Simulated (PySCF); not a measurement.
Computed IR spectrum (relative IR intensity) of a molecule C8H6. Geometry: PBE-D3(BJ)/def2-SVP. The values are those of a single conformer. Calculation: PBE-D3(BJ)/def2-SVP (PySCF). Harmonic, unscaled wavenumbers; measured fundamentals usually lie a few per cent lower.

ν (cm⁻¹): 710 (m), 744 (w), 858 (w), 910 (w), 1030 (vw), 1046 (vw), 1075 (vw), 1203 (w), 1372 (w), 1469 (w), 1560 (m), 1804 (vs), 3164 (vw), 3222 (vw) (against the strongest line: vs over 80 %, s over 45 %, m over 15 %, w over 4 %, vw less)

Which structure fits?
A) C#CC=C=CC#CC
B) C1=CC(=C2C=C2)C=C1
C) C#CC(=C=CC)C#C
D) C#CC(C#C)C=C=C

B, C1=CC(=C2C=C2)C=C1
